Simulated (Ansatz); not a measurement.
Pulling the pair apart

The pair of Li⁺ (SMILES [Li+], atom 1) and AlF₃ (SMILES F[Al](F)F, atoms 2–5), both closed shells, in one local arrangement (a lower one may exist), relaxed at PBE0-D4/def2-TZVP:

| atom | x (Å) | y (Å) | z (Å) |
| --- | --- | --- | --- |
| Li1 | 0.2842 | -0.3760 | -2.6489 |
| F2 | 1.0123 | 1.1112 | 1.3902 |
| Al3 | -0.0821 | 0.1086 | 0.7650 |
| F4 | 0.0970 | -0.1291 | -0.9075 |
| F5 | -1.3115 | -0.7148 | 1.4012 |

AlF₃ is shifted rigidly along the line between the mean atom positions of the two fragments (negative: closer). Counterpoise interaction energies in kJ/mol. Ansatz 0.2.0; basis: def2-TZVPPD; cores frozen in the correlated methods. The outer core shell of Li, Na, Mg and K is correlated. B3LYP uses VWN-RPA correlation.

| shift (Å) | HF | r2SCAN-D4 | B3LYP-D4 |
| --- | --- | --- | --- |
| -0.18 | -113.3 | -101.4 | -111.9 |
| -0.09 | -122.3 | -111.5 | -121.5 |
| 0.00 | -124.4 | -114.7 | -124.2 |
| 0.09 | -122.4 | -113.6 | -122.7 |
| 0.21 | -115.6 | -108.1 | -116.5 |
| 0.44 | -98.9 | -93.1 | -100.9 |
| 0.88 | -69.7 | -66.4 | -74.9 |
| 1.77 | -37.4 | -35.4 | -38.9 |

Question: What does CCSD(T) give at these shifts? (To be estimated.)

Answer: The calculation gives: -103.4, -113.7, -117.0, -116.0, -110.4, -95.1, -67.0, -35.6 kJ/mol. For zero shift, CCSD(T) at an estimated basis limit (MP2 extrapolated from triple and quadruple zeta, plus CCSD(T) − MP2 in triple zeta) gives -121.0 kJ/mol. These are counterpoise interaction energies, counted from the two frozen fragments.

T1 diagnostic: at most 0.013.

For scale, one of the runs: CCSD(T)/def2-TZVPPD, 190 basis functions, launched by `ansatz run in.yaml --threads 2 --pin off --events-out ev --progress --plain --max-ram 5222MiB`. The run took 78 s on 2 CPU threads of an Arm Neoverse V1 (shared host), with 2.2 GiB of host memory at its peak.
